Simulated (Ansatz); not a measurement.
`[AlH2][CH2]CBr` + `CCCCC` → `CCCCCCCBr` + `[AlH3]`  (formal exchange of groups at a C–Al bond)

Gas-phase electronic energies from Ansatz, PBE0-D4/def2-TZVP geometries. CCSD(T)/CBS is the MP2 limit (def2-TZVPP, def2-QZVPP) plus CCSD(T) − MP2 in def2-TZVPP, frozen cores. This one scheme is used for every species. Functionals use def2-TZVPP. B3LYP here is the variant with VWN-RPA as its local correlation; programs differ in this. For Br outer-core shells are correlated without core-valence functions, which leaves a few kJ/mol of doubt a bond. Scalar relativity is left out up to krypton. One conformer a species, not always the lowest.

| level | ΔE (kcal/mol) |
| --- | --- |
| PBE0-D4 | 8.4 |
| B3LYP-D4 | 8.7 |
| B3LYP | 11.0 |
| CCSD/def2-TZVPP | 6.8 |

Task: What does CCSD(T)/CBS give? (An estimate is asked.)

Result: Computed: +7.2 kcal/mol. The listed levels differ from it by 1.2, 1.5, 3.8, -0.4 kcal/mol.

Largest T1 diagnostic among the species: 0.009.

In def2-TZVPP, CCSD(T) changes the Hartree–Fock value by −1.4 kcal/mol (the triples alone add −0.1 kcal/mol) and MP2 by −1.3 kcal/mol. From PBE to PBE0 (25 % exact exchange), in def2-TZVPP and without D4, ΔE moves by −1.1 kcal/mol.
